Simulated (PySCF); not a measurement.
Si(H)2(Me)2 (C₂H₈Si), SMILES C[SiH2]C.

Coordinates come from a r2SCAN-D4/def2-SVP optimisation. The isomer is the one that the SMILES or the coordinates give; other isomers of the formula were not compared.

These are TDDFT-LC-ωPBE/def2-SVPD run with PySCF values and carry that method's errors.

Vertical excitations.  State labels are in the subgroup C2v.

Computed UV-visible absorptions:
```csv
state,symmetry,energy (eV),λ (nm),f,main pairs
S1,B1,9.02,137,0.111,HOMO→LUMO 83 %
S2,B2,9.14,136,0.080,"HOMO−2→LUMO 73 %, HOMO−2→LUMO+3 17 %"
S3,A2,9.19,135,0.000,"HOMO−2→LUMO+1 72 %, HOMO−2→LUMO+6 21 %"
S4,A1,9.22,134,0.025,"HOMO−1→LUMO 74 %, HOMO→LUMO+1 15 %"
S5,B1,9.38,132,0.110,"HOMO−1→LUMO+1 68 %, HOMO−1→LUMO+6 11 %"
S6,A1,9.47,131,0.019,"HOMO→LUMO+1 66 %, HOMO−1→LUMO+3 14 %"
S7,B2,9.59,129,0.066,"HOMO−2→LUMO+2 55 %, HOMO−1→LUMO+4 17 %, HOMO−2→LUMO+3 14 %"
S8,A1,9.97,124,0.320,"HOMO−1→LUMO+2 68 %, HOMO−1→LUMO+3 11 %"
S9,A2,10.16,122,0.000,HOMO→LUMO+4 86 %
S10,B1,10.26,121,0.066,"HOMO→LUMO+2 54 %, HOMO→LUMO+3 21 %"
T1,B2,8.37,148,0,"HOMO−2→LUMO 47 %, HOMO−2→LUMO+3 35 %"
T2,B1,8.56,145,0,"HOMO−1→LUMO+1 40 %, HOMO→LUMO 37 %"
T3,A1,8.58,144,0,"HOMO−1→LUMO 54 %, HOMO→LUMO+1 20 %, HOMO−1→LUMO+3 11 %"
T4,A2,8.59,144,0,"HOMO−2→LUMO+1 62 %, HOMO−2→LUMO+6 24 %"
```
Triplets are in the Tamm–Dancoff approximation, which puts them higher than full response would, so one can lie above its singlet here.
